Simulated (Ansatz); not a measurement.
```yaml
crystal:
  periodic: [false, false, false]
  atoms:
    - {symbol: Na, position_ang: [0.266451, -0.320430, -0.956127]}
    - {symbol: K, position_ang: [-0.138084, 0.278445, 2.475489]}
    - {symbol: K, position_ang: [1.081747, 3.686153, -0.294569]}
    - {symbol: K, position_ang: [-1.109500, -3.883930, -0.905886]}
basis:
  gaussian: {orbitals: 6-31G}
total_charge: 1
magnetization: {spin_polarized: true, initial_magnetization: 1}
hamiltonian: {xc: {name: wB97M-V}}
scf: {omitted_lower_state_checks: [starts]}
output: {forces: true}
```

```sh
$ ansatz run in.yaml --threads 2 --pin off --events-out ev --progress --plain --max-ram 4352MiB
```

Shortened log:

```
Functional definition: wB97M-V
1011 factors; integrals over basis functions are off by at most 2.2e-4 eV
335 factors; integrals over basis functions are off by at most 6.1e-5 eV
mean field evaluation 1: about -53380.6159 eV, gradient 4.9e0 eV
mean field evaluation 2: about -53380.7831 eV, gradient 2.5e0 eV
mean field evaluation 4: about -53380.8163 eV, gradient 3.1e-1 eV
mean field evaluation 8: about -53380.8275 eV, gradient 4.0e-2 eV
mean field evaluation 16: about -53380.8277 eV, gradient 4.9e-4 eV
mean field -53380.82770040 eV, -1961.7092351651 hartree, gradient 4.0e-6 eV, S^2 0.758754; 0 other end points of the search recorded, 0 dependent functions left out
reference -53380.82775997 eV, -1961.7092373541 hartree; 34, 33 occupied and 66, 67 virtual orbitals, 1011 factors
Total energy: -53380.82775997 eV, -1961.7092373541 hartree
Atom 0 at     0.266451    -0.320430    -0.956127 Å, force     0.001562     0.002418    -0.068061 eV/Å
Atom 1 at    -0.138084     0.278445     2.475489 Å, force    -0.003454     0.020140     0.023266 eV/Å
Atom 2 at     1.081747     3.686153    -0.294569 Å, force    -0.021293    -0.088028     0.021117 eV/Å
Atom 3 at    -1.109500    -3.883930    -0.905886 Å, force     0.023185     0.065471     0.023678 eV/Å
Dipole moment:    -0.147051    -0.096852     0.265881 e Å
Checks for a lower state left out: starts
```

It took 75 s on 2 threads of Arm Neoverse V2 on a shared host, peak host memory 0.84 GiB.

The 6-31G sets use Cartesian d functions.

The dipole of an ion depends on the origin.
